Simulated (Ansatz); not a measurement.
Input (CCSDT(Q)/cc-pVTZ; Ansatz, a quantum-chemistry and plane-wave program):

Ansatz 0.2 input:
```yaml
crystal:
  periodic: [false, false, false]
  atoms:
    - {symbol: Ga, position_ang: [0.00000000, 0.00000000, 0.00000000]}
    - {symbol: H, position_ang: [0.00000000, 0.00000000, 1.52926202]}
    - {symbol: H, position_ang: [-0.00000000, -0.00000000, -1.52926202]}
basis:
  gaussian:
    orbitals: cc-pVTZ
total_charge: 1
magnetization: {spin_polarized: false}
correlation: {method: ccsdt_q, electrons: outside_noble_gas}
```

Output:

```
Functional definition: HF
integrals: 0.06 GiB planned
818 factors; integrals over basis functions are off by at most 2.5e-7 eV
mean field: 0.18 GiB planned
mean field evaluation 1: about -52358.7312 eV, gradient 7.5e0 eV
mean field evaluation 2: about -52358.7311 eV, gradient 7.5e0 eV
mean field evaluation 4: about -52359.0217 eV, gradient 4.3e-1 eV
mean field evaluation 8: about -52359.0225 eV, gradient 8.9e-5 eV
mean field evaluation 16: about -52359.0225 eV, gradient 2.8e-6 eV
mean field -52359.02247826 eV, -1924.1585858559 hartree, gradient 2.8e-6 eV, S^2 0.000000; 0 other end points of the search recorded, 0 dependent functions left out
14 core orbitals not correlated
reference -52359.02247826 eV, -1924.1585858559 hartree; 2, 2 occupied and 55, 55 virtual orbitals, 818 factors
second order -1.58825762 eV of doubles, -0.00000000 eV of singles
coupled cluster: 0.28 GiB planned
cycle   1  -1.87854475 eV  change   -2.9e-1 eV  update   4.5e-2
cycle   2  -2.03925337 eV  change   -1.6e-1 eV  update   1.9e-2
cycle   3  -2.04464113 eV  change   -5.4e-3 eV  update   5.3e-3
cycle   4  -2.04785479 eV  change   -3.2e-3 eV  update   2.4e-3
cycle   5  -2.04813646 eV  change   -2.8e-4 eV  update   6.0e-4
cycle   6  -2.04792956 eV  change    2.1e-4 eV  update   1.4e-4
cycle   7  -2.04795147 eV  change   -2.2e-5 eV  update   4.0e-5
cycle   8  -2.04796750 eV  change   -1.6e-5 eV  update   9.1e-6
cycle   9  -2.04796312 eV  change    4.4e-6 eV  update   2.2e-6
cycle  10  -2.04796248 eV  change    6.4e-7 eV  update   5.6e-7
cycle  11  -2.04796255 eV  change   -7.6e-8 eV  update   1.6e-7
perturbative correction -0.00050079 eV, -0.0000184035 hartree
Total energy: -52361.07094160 eV, -1924.2338654951 hartree
```
